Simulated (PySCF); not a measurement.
**Computed structure and properties of [Bi2]+**

System: [Bi2]+ (doublet); start: template (D∞h). Method: PySCF 2.14.0, UKS B3LYP, Bi def2-SVP with ECP60; non-relativistic Hamiltonian with scalar-relativistic core potentials where named; density fitting; no spin-orbit coupling.

Input of the relaxation:

```python
mol = gto.M(atom='''
Bi     0.00000     0.00000     1.50000
Bi     0.00000     0.00000    -1.50000''',
    basis={'Bi': 'def2-SVP'},
    ecp={'Bi': 'def2-SVP'},
    charge=1, spin=1)
mf = dft.UKS(mol, xc='B3LYP')
mf.grids.atom_grid = (50, 194)
mf = mf.density_fit()  # fitting sets: Bi def2-universal-JKFIT
mf.conv_tol = 1e-08; mf.max_cycle = 55
mf.kernel(dm0)  # dm0: converged density of the start geometry
# quasi-Newton relaxation in Cartesian coordinates to a largest gradient under 0.00045 Eh/bohr, steps kept in the point group
```

Run from Python with OMP_NUM_THREADS=2; the lines above give its settings. Where DIIS fails, smearing, a level shift and second-order steps follow.
It took 8 s on 2 threads of Intel(R) Xeon(R) Platinum 8259CL CPU @ 2.50GHz (Skylake/Cascade Lake), with other jobs on the host, from the converged density of the start.

Course of the relaxation:

```json
{"step": "0", "energy above end (eV)": "0.2467", "largest force component within the symmetry (eV/Å)": "1.858"}
{"step": "1", "energy above end (eV)": "0.0256", "largest force component within the symmetry (eV/Å)": "0.716"}
{"step": "2", "energy above end (eV)": "0.0068", "largest force component within the symmetry (eV/Å)": "0.423"}
{"step": "3", "energy above end (eV)": "0.0001", "largest force component within the symmetry (eV/Å)": "0.055"}
{"step": "4", "energy above end (eV)": "0.0000", "largest force component within the symmetry (eV/Å)": "0.004"}
```

Relaxed geometry (D∞h):

```xyz
2

Bi    0.0000    0.0000    1.3836
Bi    0.0000    0.0000   -1.3836
```

```tsv
contact	Å
Bi2–Bi1	2.767
```

On the finer grid (75, 302):

```yaml
HOMO: -11.20 eV
LUMO: -10.04 eV
Dipole_about_the_centre_of_mass: 0.00 D
Spin_squared: 0.751
Set_of_Mulliken_populations_of_Bi1_outside_the_core_potential: s 3.97, p 8.49, d 10.04
D3_BJ_dispersion_energy_not_in_the_energies: -0.121 eV
```

```
atom  Mulliken (e)  Löwdin (e)  spin (e)
 Bi1          0.50        0.50      0.50
 Bi2          0.50        0.50      0.50
```

On the grid (50, 194), as all that follows. Harmonic modes: a minimum; lowest 177 cm⁻¹ (negative: unstable), highest 177 cm⁻¹, zero-point energy 0.011 eV.

One start shape was tried, so this needn't be the lowest isomer.

Open shells may have lower solutions than the one found.
